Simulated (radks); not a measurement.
The numbers below are computed, except where a source is named.
Question: Radial electron density D(r) = 4 pi r^2 rho(r) of an atom or ion with 44 electrons. Code: a radial shooting solver on a logarithmic mesh with Libxc functionals. Model: scalar-relativistic Kohn-Sham, LDA (Slater exchange, Perdew-Wang correlation), spin-polarised, spherical densities, finite nucleus; Fermi nuclear charge, rms radius of each element as measured or else 0.836 A^(1/3) + 0.57 fm.

```
   r/bohr * D(r) (the largest magnitude, 68.9, reaches the edge; | marks zero)
 0.002448 |   *
 0.003318 |     *
 0.004497 |         *
 0.006094 |              *
  0.00826 |                     *
  0.01119 |                              *
  0.01529 |                                      *
  0.02073 |                                           *
  0.02809 |                                           *
  0.03807 |                                       *
  0.05159 |                                     *
  0.06992 |                                             *
  0.09476 |                                                      *
   0.1284 |                                                   *
   0.1741 |                                      *
   0.2359 |                                    *
   0.3197 |                                          *
   0.4333 |                               *
   0.5872 |              *
   0.7958 |          *
    1.079 |          *
    1.462 |     *
    1.997 |  *
    2.706 |*
    3.668 |*
    4.971 *
    6.737 *
     9.13 *
    12.37 *
```

What is the nuclear charge?

Answer: Z = 44. The innermost maximum, from 1s, lies near gamma/Z bohr with gamma = sqrt(1 - (Z/c)^2) = 0.947, here 0.0215 bohr (found: 0.0236), and its height grows with Z. The density is that of neutral ruthenium in [Kr] 4d6 5s0.5 5p1.5; the configuration itself is not fixed sharply by these data, and Z only to a few units. D(r) has 4 maxima, at r = 0.0236, 0.103, 0.317, 0.934 bohr, and minima at 0.0469, 0.206, 0.752 bohr, inside which lie 2.02, 11.11, 29.17 electrons.
